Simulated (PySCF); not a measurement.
MgCl, SMILES [Mg][Cl], multiplicity 2. The structure is a stationary point at B3LYP-D3(BJ)/def2-TZVPD. The spin state was assumed, not searched.

Computed equilibrium geometry at B3LYP-D3(BJ)/def2-TZVPD (PySCF confirms it by a frequency run) as a Z-matrix, and its point group:
point group C∞v.
```
Mg
Cl 1 2.2232
```
Charge 0, spin multiplicity 2.
